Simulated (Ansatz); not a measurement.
Consider the formal exchange of groups at the Si–C bond: `C[SiH](O)C(N)=O` + `C=C[Si](O)(O)O` → `C[SiH](O)[Si](O)(O)O` + `C=CC(N)=O`.

Calculated with Ansatz (gas phase, PBE0-D4/def2-TZVP geometries, no zero-point term in ΔE). CBS: MP2 limit from def2 TZ/QZ plus the TZ coupled-cluster correction, frozen cores. DFT in def2-TZVPP. Each species was taken in one conformer, which may not be the lowest.

`C[SiH](O)C(N)=O`:

Z-matrix (Å, degrees):
```
C
Si 1 1.859
H 1 1.092 2 110.9
H 1 1.094 2 111.1 3 -120.7
H 1 1.093 2 110.3 3 119.8
O 2 1.637 1 112.8 3 -60.1
C 2 1.928 1 111.8 3 53.1
H 2 1.490 1 109.6 3 175.1
H 6 0.968 2 109.5 1 118.1
N 7 1.349 2 122.4 1 63.3
O 7 1.225 2 115.7 1 -115.7
H 10 1.004 7 121.6 2 4.4
H 10 1.009 7 119.3 2 179.1
```

`C=C[Si](O)(O)O`:

```xyz
12

C    -1.117   -0.412   -1.645
C     0.109   -0.208   -1.172
Si    0.465    0.145    0.607
O     1.572    1.345    0.609
O    -0.922    0.509    1.410
O     1.114   -1.115    1.425
H    -1.991   -0.372   -1.001
H    -1.307   -0.633   -2.692
H     0.945   -0.267   -1.868
H     2.053    1.491    1.425
H    -1.423    1.264    1.097
H     0.502   -1.747    1.805
```

`C[SiH](O)[Si](O)(O)O`:

```xyz
15

C     0.826   -0.431   -2.126
Si   -0.441    0.343   -1.003
O    -1.906   -0.382   -1.271
Si    0.039    0.097    1.283
O    -1.469   -0.138    1.899
O     0.958   -1.198    1.700
O     0.838    1.374    1.953
H     0.973   -1.485   -1.879
H     0.505   -0.362   -3.168
H     1.786    0.083   -2.032
H    -0.521    1.805   -1.319
H    -2.448   -0.485   -0.486
H    -1.541   -0.460    2.802
H     1.874   -1.013    1.914
H     0.525    2.253    1.734
```

`C=CC(N)=O`:

Z-matrix (Å, degrees):
```
C
C 1 1.324
H 1 1.083 2 121.9
H 1 1.085 2 119.5 3 -180.0
C 2 1.490 1 120.4 3 -180.0
H 2 1.087 1 121.1 3 0.0
O 5 1.214 2 123.2 1 -0.0
N 5 1.358 2 114.4 1 180.0
H 8 1.003 5 122.2 2 0.1
H 8 1.005 5 118.5 2 180.0
```

CCSD(T)/CBS gives +7.1 kcal/mol.

Another level gave +6.9 kcal/mol. Which?
A. PBE0/def2-TZVPP
B. MP2/def2-TZVPP
C. ωB97X-V/def2-TZVPP
D. HF/def2-TZVPP

D. HF/def2-TZVPP 6.9, ωB97X-V 5.8, PBE0 4.3, MP2/def2-TZVPP 7.9 kcal/mol.

Largest T1 diagnostic among the species: 0.015.
